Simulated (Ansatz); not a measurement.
Species: C3H7B, SMILES `CC(B)=C` (charge 0, multiplicity 1), formula C$_{3}$H$_{7}$B.

How many basis functions does frozen-core CCSD(T)/cc-pVTZ // PBE0-D4/def2-TZVP run with Ansatz (a first-principles code) use, how many core orbitals are frozen, and how many electrons are correlated?

218 basis functions and 4 frozen orbitals, which leaves 22 correlated electrons. Core time is of the order of minutes.
